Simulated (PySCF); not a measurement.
# Mayer bond orders and bond lengths

Species: C₄H₆F₂Si.
Numbering: `[F:1][C:2]1=[CH:3][C@@H:4]([F:5])[SiH2:6][CH2:7]1` (hydrogens: H8 on C3; H9 on C4; H10, H11 on Si6; H12, H13 on C7)

Structure used (GFN2-xTB), in Å, numbered top down from 1:
```
atom  x, y, z in Å
F1    -0.444   -2.644    0.173
C2    -0.169   -1.325    0.098
C3     1.062   -0.860    0.224
C4     1.230    0.624    0.136
F5     2.079    0.946   -0.924
Si6   -0.550    1.313   -0.163
C7    -1.341   -0.424   -0.107
H8     1.923   -1.494    0.356
H9     1.744    1.010    1.024
H10   -0.640    1.957   -1.469
H11   -0.980    2.165    0.946
H12   -1.866   -0.709   -1.021
H13   -2.052   -0.558    0.709
```

Bond orders from the PBE0/pcSseg-1 density (PySCF). Isolated species at its GFN2-xTB geometry, gas phase.

Task: How far do the computed orders between heavy atoms stray from the drawn ones?

Result: The largest departure is 0.192, at C2–C3 (drawn double, 1.808). Drawn single, order below 0.88: C4–F5 (0.827) and C4–Si6 (0.853).

Task: Set the Mayer orders of the bonds beside their lengths.

Result: 
```tsv
bond	drawn as	length (Å)	Mayer order
F1–C2	single	1.349	0.941
C2–C3	double	1.322	1.808
C3–C4	single	1.496	1.027
C4–F5	single	1.395	0.827
C4–Si6	single	1.933	0.853
Si6–C7	single	1.909	0.882
C7–C2	single	1.493	1.064
C3–H8	single	1.078	0.942
C4–H9	single	1.096	0.928
Si6–H10	single	1.459	0.962
Si6–H11	single	1.463	0.944
C7–H12	single	1.091	0.922
C7–H13	single	1.091	0.919
```

Bonds between the same two heavy elements. C–F: lowest C4–F5 (0.827, 1.395 Å), highest F1–C2 (0.941, 1.349 Å). C–C: lowest C3–C4 (1.027, 1.496 Å), highest C2–C3 (1.808, 1.322 Å). C–Si: lowest C4–Si6 (0.853, 1.933 Å), highest Si6–C7 (0.882, 1.909 Å).

Task: Sum the orders of all bonds at each heavy atom with more than one neighbour and set the sums beside the valence in the SMILES.

Result: C2 3.813 (drawn 4), C3 3.777 (drawn 4), C4 3.635 (drawn 4), Si6 3.641 (drawn 4), C7 3.787 (drawn 4). Orders between atoms that aren't bonded are not in these sums.

The Mayer order sums products of elements of PS (density times overlap matrix) between the two atoms' basis functions, so it depends on the basis set.
